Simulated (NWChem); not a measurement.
# HfF3, doublet; SMILES [F][Hf]([F])[F]

Results from NWChem. Spin-unrestricted. Medium grid unless said otherwise, to which SCAN and Minnesota functionals are sensitive. In the optimisation the excess spin sits in a (C3, its own frame). Structure relaxed at the PBE0/def2-SVP, spin-unrestricted level. The spin multiplicity was typed, not searched, and may not be the lowest. No stability test was run on the SCF state. def2 effective core potentials on Hf; no spin-orbit coupling.

Task: Order these by “highest occupied level (eV)”, lowest first: LDA (Slater exchange, VWN5)/def2-SVP; M05-2X/def2-SVP; LC-wPBE (HJS exchange hole, range parameter 0.4 per bohr)/def2-SVP; B3LYP/def2-SVP; MN15/def2-SVP.

Result: LC-wPBE (HJS exchange hole, range parameter 0.4 per bohr)/def2-SVP (-8.52), M05-2X/def2-SVP (-7.19), MN15/def2-SVP (-6.64), B3LYP/def2-SVP (-5.89), LDA (Slater exchange, VWN5)/def2-SVP (-5.12)
